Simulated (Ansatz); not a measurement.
`[OH][GaH][SiH2]F` + H₂O → `O[SiH2]F` + `[OH][GaH2]` at 600 K and 1 bar (formal hydrolysis of the Si–Ga bond).

Calculated with Ansatz (gas phase, PBE0-D4/def2-TZVP geometries, no zero-point term in ΔE). CBS: MP2 limit from def2 TZ/QZ plus the TZ coupled-cluster correction, frozen cores. This one scheme is used for every species. For Ga outer-core shells are correlated without core-valence functions, which leaves a few kJ/mol of doubt a bond. Scalar relativity is left out up to krypton. One conformer a species, not always the lowest.

| species | CCSD(T)/CBS energy (Eh) | H − E (kJ/mol) | S (J/(mol·K)) |
| --- | --- | --- | --- |
| `[OH][GaH][SiH2]F` | -2390.47364 | 163.7 | 435.9 |
| H₂O | -76.37941 | 76.8 | 212.8 |
| `O[SiH2]F` | -465.96250 | 127.7 | 331.4 |
| `[OH][GaH2]` | -2000.92981 | 103.5 | 310.5 |

H − E and S are ideal-gas, rigid-rotor, harmonic terms from PBE0-D4/def2-TZVP, for one conformer and one mirror image of each species. 1 Eh = 2625.50 kJ/mol, R = 8.31446 J/(mol·K).

Q: By hand: ΔE, ΔH, ΔS and ΔG.

A: ΔE = (-465.96250) + (-2000.92981) − (-2390.47364) − (-76.37941) = -0.03926 Eh = -103.1 kJ/mol. Δ(H − E) = 127.7 + 103.5 − 163.7 − 76.8 = -9.3, so ΔH = -112.4 kJ/mol. ΔS = 331.4 + 310.5 − 435.9 − 212.8 = -6.8 J/(mol·K). ΔG = -112.4 − 600 × (-6.8)/1000 = -108.3 kJ/mol.

Q: By hand: the equilibrium constant, and the temperature at which ΔG would vanish if ΔH and ΔS stayed fixed.

A: log₁₀ K = −ΔG/(RT ln 10) = 9.4. ΔG = 0 at ΔH/ΔS = 16529 K, far beyond where these terms or the molecules hold.

The number of gas molecules stays the same, so ΔS is small and ΔH decides. A doubt of 5 kJ/mol in ΔE shifts log₁₀ K by 0.4 here. Other conformers and mirror images would add mixing entropy, several J/(mol·K) or more a flexible species. Modes under 60 cm⁻¹, often nearly free rotors, make the harmonic entropy too high. These are equilibria of isolated gas molecules and say nothing of rates. Largest T1 diagnostic: 0.015 (customary marks: 0.02 for closed shells, 0.045 for open ones).
